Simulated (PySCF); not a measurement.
Cu²⁺: ionisation energy

Cu²⁺ [Ar] 3d9 (2D) → Cu³⁺ [Ar] 3d8 (3F), as a difference of total energies. Calculation: PySCF 2.14, in cc-pVDZ-DK (6s5p3d1f, 43 functions); the spin-free X2C one-electron Hamiltonian (Gaussian nucleus). Correlated levels: valence: [Ar] frozen. The calculations carry no spin-orbit coupling.

```csv
method,ionisation energy (eV)
UHF,34.211
PBE,37.315
BP86,37.358
MP2 (valence),36.693
SCS-MP2 (valence),36.442
```

Q: How much does correlation contribute at MP2 (valence)?

A: 36.693 − (34.211) = 2.482 eV, measured against UHF.

The reference lies between the lowest fine-structure levels, while these numbers refer to the centres of the terms.

Errors of the correlated levels include the incompleteness of this basis and the frozen core.

For comparison: 36.841 ± 0.012 eV (measured; NIST Atomic Spectra Database, ionization energies).
